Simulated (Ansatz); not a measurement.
Reactions of C2H7FGeO (`[CH3][Ge]([CH3])([OH])[F]`).

Program: Ansatz. Geometries: PBE0-D4/def2-TZVP. ΔE: electronic, gas phase. CCSD(T)/CBS is the MP2 limit (def2-TZVPP, def2-QZVPP) plus CCSD(T) − MP2 in def2-TZVPP, frozen cores. This one scheme is used for every species. DFT in def2-TZVPP. B3LYP here is the variant with VWN-RPA as its local correlation; programs differ in this. For Ge outer-core shells are correlated without core-valence functions, which leaves a few kJ/mol of doubt a bond. Scalar relativity is left out up to krypton. Each species was taken in one conformer, which may not be the lowest.

```csv
reaction,MP2/CBS(def2) (kJ/mol),HF/CBS(def2) (kJ/mol),CCSD/CBS(def2) (kJ/mol),B3LYP-D4 (kJ/mol)
`[CH3][Ge]([CH3])([OH])[F]` + `CB(N)N` → `CCB(N)N` + `[CH3][GeH]([OH])[F]`,60,51,57,55
`[CH3][Ge]([CH3])([OH])[F]` + `O[SiH2][SiH2]Cl` → `CO[SiH2][SiH2]Cl` + `[CH3][GeH]([OH])[F]`,108,78,100,91
`[CH3][Ge]([CH3])([OH])[F]` + `C[SiH2]O` → `CC[SiH2]O` + `[CH3][GeH]([OH])[F]`,60,51,57,54
`[CH3][Ge]([CH3])([OH])[F]` + `NBCN` → `CNBCN` + `[CH3][GeH]([OH])[F]`,82,68,77,72
```

Task: Give the CCSD(T)/CBS values in the same order. (Estimate.)

Result: Ansatz gave: 58, 101, 57, 77 kJ/mol.

Largest T1 diagnostic: 0.011, for `[CH3][GeH]([OH])[F]`.
